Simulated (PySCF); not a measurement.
Checking a proposed structure

A compound C₄H₄F₃P gives the data below (simulated from a calculation) and was assigned the structure `FC(F)=C(F)P1CC1`.

¹³C{¹H} NMR (computed): δ 184.0 (C), 134.8 (C), 40.5 (CH2), 26.7 (CH2).

¹H NMR (400 MHz, computed): δ 2.96 (m, 2H), 2.47 (m, 2H).

PySCF 2.14 calculation with geometry from GFN2-xTB and shieldings: GIAO PBE0/pcSseg-1; no solvent, rapidly exchanging positions averaged, no relativistic terms, one conformer.

Shifts are taken against calculated references (same method and geometry level): ¹H (31.72 ppm), ¹³C (186.93 ppm) against TMS.

Q: Compare with the shifts computed for the proposed structure, pairing carbons in order of shift.

A: Numbering as in the mapped SMILES `[F:1][C:2]([F:3])=[C:4]([F:5])[P:6]1[CH2:7][CH2:8]1`. Each H is labelled by its parent atom.

```csv
atom,computed for proposal,given list,difference
C2,172.3,184.0,-11.7
C4,137.2,134.8,+2.4
C7,6.8,40.5,-33.7
C8,6.8,26.7,-19.9
```

The rms difference is 20.5 ppm and the largest -33.7 ppm at C7 (three-membered-ring carbon). The proposal also would give 3 carbon signals, not 4. The proposal doesn't fit.

Q: Which isomer fits?

A: SMILES FC(F)(F)CCC#P.

- δC 184.0: carbon bonded to C, P.
- δC 134.8: CF3 carbon; 3 electronegative neighbours deshield it.
- δC 40.5, 26.7: sp3 CH2; saturated and bonded to C and H only.
- δH 2.96, 2.47: hydrogen on an sp3 CH2.

Other isomers checked: CP1C=C1C(F)(F)F (rms 50.6 ppm); C/C=P\C(F)=C(F)F (rms 53.6 ppm).

The data come from this structure; uniqueness wasn't tested.

Splittings by ¹⁹F and ³¹P in the carbon and heteronuclear signals aren't shown, as no couplings were computed. Shifts are as computed. Against solution values, carbons near 30 ppm lie about +3 ppm off and those near 130 ppm about +5 ppm. Of 1211 compounds with measured shifts, 218 miss one by over three times the rms of a fit or turn the order of signals round; such compounds aren't used in these exercises. Multiplicities follow the n + 1 count of equivalent neighbours, as no J values were calculated; m marks all less simple cases, F and P coupling included.
